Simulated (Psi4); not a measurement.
Psi4 input (wB97X-D/6-31G*):

```
memory 1500 MB

molecule {
0 2
C    -2.25265600   -0.08129700    0.34770100
Si   -0.65981400   -0.97479900    0.06428500
B     0.87152600    0.36639900   -0.12129300
O     2.13189400   -0.09711600   -0.33593600
O     0.68261500    1.72006700   -0.03840300
H    -2.89805700    0.24225300   -0.46196700
H    -2.61773700    0.17118300    1.33752900
H    -0.76424700   -1.79046200   -1.17311300
H    -0.39327900   -1.88451400    1.20828800
H     2.78703200    0.61039700   -0.41004800
H    -0.23408200    1.97050900    0.11428900
symmetry c1
no_reorient
no_com
}

set {
  basis 6-31G*
  reference uks
  scf_type pk
  dft_radial_points 99
  dft_spherical_points 590
  e_convergence 1e-8
  d_convergence 1e-7
  maxiter 150
}

e = energy('wb97x-d')
print_out(f'\nFINAL {e:.10f} DIPOLE {variable("CURRENT DIPOLE")[0]:.6f} {variable("CURRENT DIPOLE")[1]:.6f} {variable("CURRENT DIPOLE")[2]:.6f}\n')
```

Output:

```
   => Loading Basis Set <=

    Name: 6-31G*
    Role: ORBITAL
    Keyword: BASIS
    atoms 1    entry C          line   111 file 6-31gs.gbs
    atoms 2    entry SI         line   268 file 6-31gs.gbs
    atoms 3    entry B          line    94 file 6-31gs.gbs
    atoms 4-5  entry O          line   145 file 6-31gs.gbs
    atoms 6-11 entry H          line    44 file 6-31gs.gbs

   => WB97X-D: Empirical Dispersion <=

    Chai and Head-Gordon Dispersion Correction
    Chai, J.-D.; Head-Gordon, M. (2010), J. Chem. Phys., 132: 6615-6620

        s6 =       1.000000

         ---------------------------------------------------------
                                   SCF
               by Justin Turney, Rob Parrish, Andy Simmonett
                          and Daniel G. A. Smith
                              UKS Reference
         ---------------------------------------------------------

  ==> Geometry <==

    Molecular point group: c1
    Full point group: C1

    Geometry (in Angstrom), charge = 0, multiplicity = 2:

       Center              X                  Y                   Z               Mass
    ------------   -----------------  -----------------  -----------------  -----------------
         C           -2.252656000000    -0.081297000000     0.347701000000    12.000000000000
         SI          -0.659814000000    -0.974799000000     0.064285000000    27.976926534650
         B            0.871526000000     0.366399000000    -0.121293000000    11.009305360000
         O            2.131894000000    -0.097116000000    -0.335936000000    15.994914619570
         O            0.682615000000     1.720067000000    -0.038403000000    15.994914619570
         H           -2.898057000000     0.242253000000    -0.461967000000     1.007825032230
         H           -2.617737000000     0.171183000000     1.337529000000     1.007825032230
         H           -0.764247000000    -1.790462000000    -1.173113000000     1.007825032230
         H           -0.393279000000    -1.884514000000     1.208288000000     1.007825032230
         H            2.787032000000     0.610397000000    -0.410048000000     1.007825032230
         H           -0.234082000000     1.970509000000     0.114289000000     1.007825032230

  Running in c1 symmetry.

  Rotational constants: A =      0.21924  B =      0.08077  C =      0.06099 [cm^-1]
  Rotational constants: A =   6572.68214  B =   2421.35215  C =   1828.44901 [MHz]
  Nuclear repulsion =  203.961966814769056

  Charge       = 0
  Multiplicity = 2
  Electrons    = 47
  Nalpha       = 24
  Nbeta        = 23

  ==> Algorithm <==

[...]
      61A      1.187688    62A      1.258028    63A      1.289937
      64A      1.326514    65A      1.337645    66A      1.378464
      67A      1.531134    68A      1.617811    69A      1.692357
      70A      1.728430    71A      1.731839    72A      1.823345
      73A      1.830115    74A      1.861705    75A      1.882917
      76A      2.122155    77A      2.195212    78A      2.248383
      79A      2.295364    80A      2.343487    81A      2.429011
      82A      2.434941    83A      2.541948    84A      2.714890
      85A      2.893406    86A      2.938121    87A      3.097402
      88A      3.635478    89A      3.919730    90A      4.018054
      91A      4.213458

    Beta Occupied:

       1A    -66.255107     2A    -19.288730     3A    -19.282692
       4A    -10.296769     5A     -6.892133     6A     -5.373723
       7A     -3.718331     8A     -3.718227     9A     -3.716976
      10A     -1.139715    11A     -1.106066    12A     -0.746963
      13A     -0.661971    14A     -0.633523    15A     -0.592218
      16A     -0.503759    17A     -0.501307    18A     -0.474363
      19A     -0.454940    20A     -0.414368    21A     -0.409168
      22A     -0.403479    23A     -0.359202

    Beta Virtual:

      24A     -0.012031    25A      0.085837    26A      0.120906
      27A      0.161667    28A      0.175676    29A      0.204203
      30A      0.207920    31A      0.230129    32A      0.252544
      33A      0.252733    34A      0.318004    35A      0.330325
      36A      0.354623    37A      0.355246    38A      0.434436
      39A      0.461464    40A      0.539992    41A      0.641549
      42A      0.646245    43A      0.658405    44A      0.679453
      45A      0.760184    46A      0.780127    47A      0.789004
      48A      0.810233    49A      0.871100    50A      0.895975
      51A      0.902317    52A      0.951001    53A      0.971865
      54A      1.007027    55A      1.012139    56A      1.033475
      57A      1.053725    58A      1.077366    59A      1.132617
      60A      1.139260    61A      1.191728    62A      1.260274
      63A      1.291180    64A      1.328579    65A      1.337962
      66A      1.381951    67A      1.531477    68A      1.618986
      69A      1.694112    70A      1.730886    71A      1.800891
      72A      1.830182    73A      1.844785    74A      1.862123
      75A      1.924763    76A      2.184792    77A      2.198694
      78A      2.278704    79A      2.296369    80A      2.355877
      81A      2.430897    82A      2.436592    83A      2.542711
      84A      2.716059    85A      2.893939    86A      2.939104
      87A      3.098140    88A      3.638895    89A      3.919949
      90A      4.019088    91A      4.260228

    Final Occupation by Irrep:
              A
    DOCC [    23 ]
    SOCC [     1 ]
    NA   [    24 ]
    NB   [    23 ]

  @UKS Final Energy:  -506.44651225555498

   => Energetics <=

    Nuclear Repulsion Energy =            203.9619668147690561
    One-Electron Energy =               -1102.5233091973102546
    Two-Electron Energy =                 427.2670134075550550
    DFT Exchange-Correlation Energy =     -35.1484213830240506
    Empirical Dispersion Energy =          -0.0037618975447867
    VV10 Nonlocal Energy =                  0.0000000000000000
    Total Energy =                       -506.4465122555549783

  UHF NO Occupations:
  HONO-2 :   22  A 1.9993892
  HONO-1 :   23  A 1.9988576
  HONO-0 :   24  A 1.0000000
  LUNO+0 :   25  A 0.0011424
  LUNO+1 :   26  A 0.0006108
  LUNO+2 :   27  A 0.0003037
  LUNO+3 :   28  A 0.0002867

Computation Completed

Properties will be evaluated at   0.000000,   0.000000,   0.000000 [a0]

Properties computed using the SCF density matrix

 Multipole Moments:

 ------------------------------------------------------------------------------------
     Multipole            Electronic (a.u.)      Nuclear  (a.u.)        Total (a.u.)
 ------------------------------------------------------------------------------------

 L = 1.  Multiply by 2.5417464519 to convert [e a0] to [Debye]
 Dipole X            :         -0.2999496            0.0000000           -0.2999496
 Dipole Y            :          0.7452343            0.0000019            0.7452362
 Dipole Z            :          0.0761650           -0.0000057            0.0761593
 Magnitude           :                                                    0.8069368

 ------------------------------------------------------------------------------------

FINAL -506.4465122556 DIPOLE -0.299950 0.745236 0.076159

*** Psi4 exiting successfully. Buy a developer a beer!
```

The geometry given is a B3LYP-D3(BJ)/def2-TZVP minimum.
